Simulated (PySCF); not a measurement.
Does the structure fit the spectrum?

A compound C7H10P2 gives the data below (simulated from a calculation) and was assigned the structure `CC(C)c1cpccp1`.

13C{1H} NMR (computed): δ 192.2 (CH), 160.1 (CH, 2C), 158.2 (C), 47.1 (CH), 27.0 (CH3, 2C).

1H NMR (300 MHz, computed): δ 10.79 (m, 1H), 9.22 (m, 2H), 2.78 (sept, 1H), 1.39 (d, 6H).

- σ from GIAO-PBE0/pcSseg-1
- GFN2-xTB geometry
- code: PySCF 2.14
- one averaged value for each set of equivalent atoms, single conformer, isolated molecule, relativity neglected

Referencing at the same level of theory: 1H (31.72 ppm) and 13C (186.93 ppm) vs TMS.

(1) Compare with the shifts computed for the proposed structure, pairing carbons in order of shift.

(2) Which isomer fits?

## Answers

(1) Numbering as in the mapped SMILES `[CH3:1][CH:2]([CH3:3])[c:4]1[cH:5][p:6][cH:7][cH:8][p:9]1`; H(Xn) means a hydrogen on atom n.

```tsv
atom	computed for proposal	given list	difference
C4	194.2	192.2	+2.0
C8	169.4	160.1	+9.3
C7	164.4	160.1	+4.3
C5	162.1	158.2	+3.9
C2	44.2	47.1	-2.9
C1	27.7	27.0	+0.7
C3	27.7	27.0	+0.7
```

The rms difference is 4.4 ppm and the largest +9.3 ppm at C8 (aromatic CH). The proposal also would give 6 carbon signals, not 5. The carbon types in order of shift don't match either: C, CH, CH, CH, CH, CH3, CH3 for the proposal against CH, CH, CH, C, CH, CH3, CH3 in the data. The proposal doesn't fit.

(2) `CC(C)c1cpcpc1`.

- δC 192.2, 160.1: aromatic CH.
- δC 158.2: substituted aromatic carbon.
- δC 47.1: sp3 CH on an aromatic ring; a saturated carbon with 3 carbon neighbours and no heteroatom attached.
- δH 10.79, 9.22: hydrogen on an aromatic CH; it sits in the deshielding region of the aromatic ring current.

Other isomers checked: CCc1pccpc1C (rms 8.9 ppm).

The data come from this structure; uniqueness wasn't tested.

Splittings by 31P in the carbon and heteronuclear signals aren't shown, as no couplings were computed. Shifts are as computed. Against solution values, carbons near 30 ppm lie about +3 ppm off and those near 130 ppm about +5 ppm. Of 1211 compounds with measured shifts, 218 miss one by over three times the rms of a fit or turn the order of signals round; such compounds aren't used in these exercises. Multiplicities follow the n + 1 count of equivalent neighbours, as no J values were calculated; m marks all less simple cases, F and P coupling included.
